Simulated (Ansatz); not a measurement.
One change: `F[Si]1(Cl)CO1` becomes `O[Si]1(F)CO1`.

Ansatz, PBE0-D4/def2-TZVP geometries, multiplicity 1. Each molecule was computed in one conformer, which needn't be the lowest.

```json
{"property": "LUMO energy (B3LYP/def2-TZVPP) / eV", "`F[Si]1(Cl)CO1`": "-0.55"}
{"property": "LUMO energy (ωB97M-V/def2-TZVPP) / eV", "`F[Si]1(Cl)CO1`": "1.69"}
{"property": "HOMO–LUMO gap (ωB97M-V/def2-TZVPP) / eV", "`F[Si]1(Cl)CO1`": "12.24"}
{"property": "ideal-gas entropy at 298 K and 1 bar (rigid rotor, harmonic PBE0-D4/def2-TZVP) / J/(mol·K)", "`F[Si]1(Cl)CO1`": "317"}
{"property": "size of the dipole moment (PBE/def2-TZVPP) / D", "`F[Si]1(Cl)CO1`": "1.53"}
{"property": "HOMO–LUMO gap (PBE/def2-TZVPP) / eV", "`F[Si]1(Cl)CO1`": "5.62"}
```

(1) Give the same properties after the change, and the shifts. (An estimate is asked.)

Answers

(1) Computed: 
```csv
property,`O[Si]1(F)CO1`,shift
LUMO energy (B3LYP/def2-TZVPP) / eV,-0.34,0.21
LUMO energy (ωB97M-V/def2-TZVPP) / eV,1.68,-0.01
HOMO–LUMO gap (ωB97M-V/def2-TZVPP) / eV,11.97,-0.27
"ideal-gas entropy at 298 K and 1 bar (rigid rotor, harmonic PBE0-D4/def2-TZVP) / J/(mol·K)",312,-5
size of the dipole moment (PBE/def2-TZVPP) / D,2.28,0.75
HOMO–LUMO gap (PBE/def2-TZVPP) / eV,5.61,-0.01
```

The zero-point energy changes by 33.2 kJ/mol with +3 modes. Dipoles are sizes alone; their direction can turn.

B3LYP here is the variant with VWN-RPA as its local correlation; programs differ in this.
